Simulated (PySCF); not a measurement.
Cl3HSi, charge +1, multiplicity 2. Atoms are numbered in the order given.

```xyz
5

Si     0.0000     0.0000     0.1993
Cl    -1.7121    -0.9885    -0.0906
Cl     0.0000     1.9770    -0.0906
Cl     1.7121    -0.9885    -0.0906
H      0.0000     0.0000     1.8317
```
Charge +1, spin multiplicity 2.

The structure is a stationary point at PBE0-D3(BJ)/def2-SVP. The multiplicity is an assumed one; other spin states were not compared. The isomer is the one that the SMILES or the coordinates give; other isomers of the formula were not compared.

The numbers are results of TDA-PBE0/def2-SVPD (PySCF), not measurements.

Vertical excitations; the highest root listed may be one member of a degenerate set. Gas-phase values at a fixed geometry.

| state | energy (eV) | λ (nm) | f | main pairs |
|---|---|---|---|---|
| root 1 | 1.07 | 1161 | 0.000 | β HOMO→LUMO 100 % |
| root 2 | 1.77 | 699 | 0.011 | β HOMO−1→LUMO, β HOMO−4→LUMO (degenerate set) |
| root 3 | 1.77 | 699 | 0.011 | β HOMO−2→LUMO, β HOMO−3→LUMO (degenerate set) |
| root 4 | 2.09 | 594 | 0.035 | β HOMO−3→LUMO, β HOMO−2→LUMO (degenerate set) |
| root 5 | 2.09 | 594 | 0.035 | β HOMO−4→LUMO, β HOMO−1→LUMO (degenerate set) |
| root 6 | 3.70 | 336 | 0.040 | β HOMO−5→LUMO 96 % |
| root 7 | 4.16 | 298 | 0.025 | β HOMO−6→LUMO (degenerate set) |
| root 8 | 4.16 | 298 | 0.025 | β HOMO−7→LUMO (degenerate set) |
| root 9 | 6.38 | 194 | 0.000 | α HOMO→LUMO 43 %, β HOMO→LUMO+1 55 % |
| root 10 | 6.72 | 185 | 0.002 | α HOMO−2→LUMO 25 %, β HOMO−1→LUMO+1 71 % |
Unrestricted roots are not spin-pure.
